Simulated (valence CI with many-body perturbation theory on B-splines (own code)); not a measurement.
Results of a calculation; reference values are marked as such.
## Hyperfine factors and g values of Gd50+

Method: valence CI with perturbative core correlation (CI+MBPT): four valence electrons over a frozen Dirac-Fock core [Ne], radial functions for each j: 11 s, 11 p, 9 d, 7 f, 5 g, 2 h, 1 i, with the one-electron correlation potential Σ1 (screened to all orders), the two-electron term Σ2, the three-electron term Σ3, Breit, model QED; selected single and double excitations, second order for the rest (own B-spline code, finite nucleus).

No measured spectrum was set against this ion. As an estimate, large intervals hold to a few tenths of a per cent, small ones and those within an open d or f shell to about a per cent.

A/g_I is the dipole constant over the nuclear g factor μ/I (μ in nuclear magnetons, uniformly magnetised nucleus), B/Q the quadrupole constant per barn. Both hold the static response of the core; the bare values leave it out. Large factors of s and p1/2 electrons are usually good to 5 to 10 %; those of open d and f shells near neutrality can be off by tens of per cent, and small factors of p3/2, d and f electrons come from cancelling terms and can be off by a factor of two or in sign, in half-filled shells by more. B is blank for J = 1/2, where it vanishes, and for nearly pure S terms. Energies count from the lowest level. Levels with J = 0 are left out.

Levels are named by their leading jj configuration (3d3/2^4 stands for four electrons in 3d with j = 3/2), which in mixed levels can hold well under half, so a name can repeat and another be missing. Letters in brackets count levels of one name in rising energy.

| Level | E (eV) | g | A/g_I (MHz) | A/g_I bare | B/Q (MHz/b) | B/Q bare |
| --- | --- | --- | --- | --- | --- | --- |
| (3s^2 3p1/2 3p3/2) J=1 | 171.00 | 1.492 | -76800 | -72400 | 126000 | 124000 |
| (3s^2 3p1/2 3p3/2) J=2 | 178.92 | 1.173 | 335000 | 330000 | 223000 | 220000 |
| (3s 3p1/2^2 3p3/2) J=2 | 304.48 | 1.556 | 803000 | 789000 | 224000 | 221000 |
| (3s 3p1/2^2 3p3/2) J=1 | 328.53 | 1.023 | -506000 | -491000 | 147000 | 145000 |
| (3s^2 3p1/2 3d3/2) J=2 | 354.19 | 0.757 | 289000 | 286000 | 48600 | 50000 |
| (3s^2 3p3/2^2) J=2 | 355.72 | 1.308 | 133000 | 132000 | 28500 | 28100 |
| (3s^2 3p1/2 3d3/2) J=1 | 388.83 | 0.878 | -219000 | -211000 | 34900 | 35300 |
| (3s^2 3p1/2 3d5/2) J=2 | 409.47 | 1.310 | -64100 | -59900 | 22700 | 24200 |
| (3s^2 3p1/2 3d5/2) J=3 | 410.51 | 1.117 | 193000 | 191000 | 27200 | 29200 |
| (3s 3p1/2 3p3/2^2) J=2 [a] | 472.10 | 1.495 | 508000 | 500000 | 89900 | 88600 |
| (3s 3p1/2 3p3/2^2) J=3 | 485.61 | 1.307 | 691000 | 677000 | 23800 | 23500 |
| (3s 3p1/2^2 3d3/2) J=1 | 490.79 | 0.414 | -635000 | -618000 | 19700 | 20500 |
| (3s 3p1/2^2 3d3/2) J=2 | 496.49 | 1.151 | 736000 | 721000 | 38600 | 39900 |
| (3s 3p1/2 3p3/2^2) J=1 [a] | 506.86 | 1.268 | 671000 | 658000 | -187000 | -185000 |
| (3s 3p1/2 3p3/2^2) J=2 [b] | 508.38 | 1.085 | 84700 | 85800 | -22100 | -21700 |
| (3s 3p1/2 3p3/2^2) J=1 [b] | 517.14 | 1.360 | 387000 | 382000 | 118000 | 117000 |
| (3s 3p1/2^2 3d5/2) J=3 | 542.82 | 1.360 | 500000 | 492000 | 36200 | 38100 |
| (3s 3p1/2^2 3d5/2) J=2 | 554.37 | 1.022 | -402000 | -389000 | 13300 | 15300 |
| (3s^2 3p3/2 3d3/2) J=3 | 556.60 | 1.105 | 119000 | 120000 | 250000 | 248000 |
| (3s^2 3p3/2 3d3/2) J=2 | 557.96 | 1.061 | 38000 | 40200 | -24700 | -24300 |
| (3s^2 3p3/2 3d3/2) J=1 | 558.85 | 1.128 | 146000 | 146000 | -118000 | -117000 |
| (3s^2 3p3/2 3d5/2) J=4 | 577.00 | 1.241 | 66100 | 67200 | 308000 | 306000 |
| (3s^2 3p3/2 3d5/2) J=2 | 583.09 | 1.255 | 74500 | 75600 | -165000 | -162000 |
| (3s^2 3p3/2 3d5/2) J=3 | 605.89 | 1.183 | 78500 | 79100 | 19500 | 21000 |
| (3s^2 3p3/2 3d5/2) J=1 | 613.23 | 1.082 | -20000 | -17000 | 39100 | 39300 |
| (3s 3p1/2 3p3/2 3d3/2) J=2 [a] | 637.51 | 1.190 | 194000 | 193000 | 19600 | 19500 |
| (3s 3p1/2 3p3/2 3d3/2) J=1 [a] | 647.38 | 1.166 | 335000 | 331000 | -118000 | -117000 |
| (3s 3p1/2 3p3/2 3d3/2) J=3 [a] | 651.50 | 1.149 | 459000 | 452000 | 48400 | 48400 |
| (3s 3p1/2 3p3/2 3d3/2) J=2 [b] | 652.66 | 1.170 | 257000 | 255000 | -44000 | -43600 |
| (3s 3p1/2 3p3/2 3d3/2) J=4 | 664.75 | 1.187 | 541000 | 532000 | 185000 | 183000 |
| (3s 3p1/2 3p3/2 3d3/2) J=2 [c] | 676.72 | 0.902 | 284000 | 280000 | -77500 | -75800 |
| (3s 3p3/2^3) J=2 | 680.81 | 1.407 | 813000 | 797000 | -249000 | -246000 |
| (3s 3p1/2 3p3/2 3d3/2) J=3 [b] | 680.95 | 1.347 | 489000 | 481000 | 198000 | 195000 |
| (3s 3p1/2 3p3/2 3d3/2) J=1 [b] | 685.62 | 1.791 | 1160000 | 1130000 | 71300 | 70600 |

Problem. Take the isotope of mass number 155, with I = 3/2, μ = -0.2591 μN and Q = 1.27 b. What is the hyperfine structure of (3s^2 3p1/2 3d5/2) J=2?

Solution. From the table A = 11100 MHz, B = 28900 MHz. Shifts from the centre of gravity in MHz: F = 1/2: -24700, F = 3/2: -33300, F = 5/2: -23600, F = 7/2: 40500.
